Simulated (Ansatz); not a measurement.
Cu3Se⁺. Total charge 1; singlet. Geometry r2SCAN-D4/def2-SVP; atoms count from 1.

```
atom    x (Å)    y (Å)    z (Å)
 Cu1  -1.2918   0.0823   0.7600
 Cu2   0.8248  -1.1797   0.4290
 Cu3   0.7737   1.2852   0.0752
 Se4  -0.3067  -0.1878  -1.2641
```

The structure comes from a short search, and lower isomers may exist.

Estimate the Mulliken populations from the PBE0/def2-TZVP orbitals of Ansatz.


```csv
atom,charge (e),d electrons
Cu1,0.39,9.84
Cu2,0.39,9.84
Cu3,0.39,9.84
Se4,-0.18,–
```
Mulliken values and Mayer orders depend strongly on the basis.

And the Mayer bond orders between bonded heavy atoms (over 0.3)?

Cu1–Se4 0.88 (2.27 Å); Cu2–Se4 0.88 (2.27 Å); Cu3–Se4 0.88 (2.27 Å).
